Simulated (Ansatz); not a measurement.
`C=[N][GeH3]`, charge 0, multiplicity 1.

**Question.** Give a relaxed structure at PBE0-D4/def2-TZVP (Ansatz 0.2.0). (Estimate.)

**Answer.** Computed: 
```xyz
8

C     1.069   -1.075   -0.200
N     0.805    0.113   -0.518
Ge   -0.771    0.894    0.097
H     0.433   -1.719    0.431
H     1.995   -1.539   -0.559
H    -1.562   -0.114    0.962
H    -1.587    1.312   -1.133
H    -0.382    2.128    0.920
```
Point group Cs.
